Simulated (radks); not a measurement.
The numbers below are computed, except where a source is named.
Fractional charge and spin in the 3p shell of calcium: the spin-up occupation runs from 2 to 3 and the spin-down occupation from 2 to 3; the fullest corner is Ca, [Ne] 3s2 4s2 3p(up 3, down 3). Level of theory: scalar-relativistic Kohn-Sham, PBE, spin-polarised, spherical densities, finite nucleus; Fermi nuclear charge, rms radius of each element as measured or else 0.836 A^(1/3) + 0.57 fm (a radial shooting solver on a logarithmic mesh with Libxc functionals). Energy (eV) minus the two flat planes that join the four corners (they meet along the diagonal where the two added fractions sum to one electron); zero is where a piecewise linear energy would lie.

\begin{tabular}{lrrrrr}
down \ up & 2 & 2.25 & 2.5 & 2.75 & 3 \\ \hline
2 & 0.000 & -1.397 & -1.850 & -1.377 & 0.000 \\
2.25 & -1.397 & -1.762 & -1.206 & 0.250 & -1.232 \\
2.5 & -1.850 & -1.206 & 0.333 & -1.070 & -1.624 \\
2.75 & -1.377 & 0.250 & -1.070 & -1.546 & -1.203 \\
3 & 0.000 & -1.232 & -1.624 & -1.203 & 0.000 \\
\end{tabular}

Corners above the fullest one (they belong to Ca+ and the next ion): (up 3, down 2) 34.335 eV, (up 2, down 3) 34.335 eV, (up 2, down 2) 83.932 eV. With half an added electron in each spin the energy lies 0.333 eV from the planes, and with half an added electron in spin up alone -1.850 eV. The planes are only a guide here: the flat-plane condition holds for ground states with one frontier orbital, while this shell lies below other occupied shells, so the corners above the fullest one are inner-hole states and not the ground states of those ions.
